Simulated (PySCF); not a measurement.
Telling isomers of C$_{7}$H$_{13}$P apart by NMR

[PySCF: shielding tensors at PBE0/pcSseg-1 (GIAO); coordinates at the GFN2-xTB level; fast rotation and ring inversion assumed for equivalent nuclei; non-relativistic; one conformer; isolated molecule]

δ = σ(ref) − σ, references computed at the same level: ¹H, ¹³C vs TMS. Splittings of carbon signals by F and P are missing where no couplings were computed. Where no couplings were computed, multiplicities follow the n + 1 count of equivalent neighbours, and m marks all less simple cases (inequivalent or close neighbours, rings, F or P nearby). Shifts are as computed. Against solution values, carbons near 30 ppm lie about +3 ppm off and those near 130 ppm about +5 ppm. Of 1211 compounds with measured shifts, 218 miss one by over three times the rms of a fit or turn the order of signals round; such compounds aren't used in these exercises.

(1) Tabulate the signals of `C=C/C=P/C(C)(C)C`, `C=C/P=C\C(C)(C)C` and their relative energies.

(2) What is the quickest way to tell C=C/C=P/C(C)(C)C from C=C/P=C\C(C)(C)C?

Results:

(1) 
```json
{"SMILES": "C=C/C=P/C(C)(C)C", "carbon types": "1×C 2×CH 1×CH2 3×CH3", "δC": "198.6, 147.9, 125.7, 39.0, 32.1", "δH": "9.53 (m, 1H), 7.20 (m, 1H), 5.55 (m, 1H), 5.50 (m, 1H), 1.29 (m, 9H)", "E rel. (kcal/mol)": "0.0"}
{"SMILES": "C=C/P=C\\C(C)(C)C", "carbon types": "1×C 2×CH 1×CH2 3×CH3", "δC": "213.0, 151.8, 135.8, 42.0, 33.5", "δH": "8.63 (m, 1H), 7.81 (m, 1H), 6.33 (m, 1H), 6.01 (m, 1H), 1.31 (s, 9H)", "E rel. (kcal/mol)": "7.4"}
```

Energies are electronic energies at PBE0/pcSseg-1 on these geometries, without zero-point or thermal terms, each for the one conformer computed, which needn't be the lowest.

(2) Both give the same number of carbon signals, with the same numbers of each carbon type, so the positions decide. The first has a carbon double-bonded to a heavier main-group atom (CH) at 198.6 ppm, the second a carbon double-bonded to a heavier main-group atom (CH) at 213.0 ppm. In the proton spectra the most deshielded non-exchanging signals are 9.53 (m, 1H) and 8.63 (m, 1H).
